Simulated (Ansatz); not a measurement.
Ansatz results at the PBE0-D4/def2-TZVP geometry: HOMO–LUMO gap (B3LYP/def2-TZVPP) 7.13 eV; HOMO energy (ωB97M-V/def2-TZVPP) -9.73 eV; LUMO energy (PBE0/def2-TZVPP) 0.22 eV.

Each molecule was computed in one conformer, which needn't be the lowest.

(1) Which molecule gave them?
A. `CN([SiH2]O)[SiH](O)F`
B. `C=C[SiH2]N[SiH3]`
C. `O[SiH2][S][GeH3]`
D. `O[SiH2]N[SiH3]`

## Answers

(1) A. The others give `O[SiH2][S][GeH3]`: 6.73, -9.70, -0.30; `O[SiH2]N[SiH3]`: 7.42, -10.08, 0.13; `C=C[SiH2]N[SiH3]`: 6.36, -9.69, -0.64.

B3LYP here is the variant with VWN-RPA as its local correlation; programs differ in this.
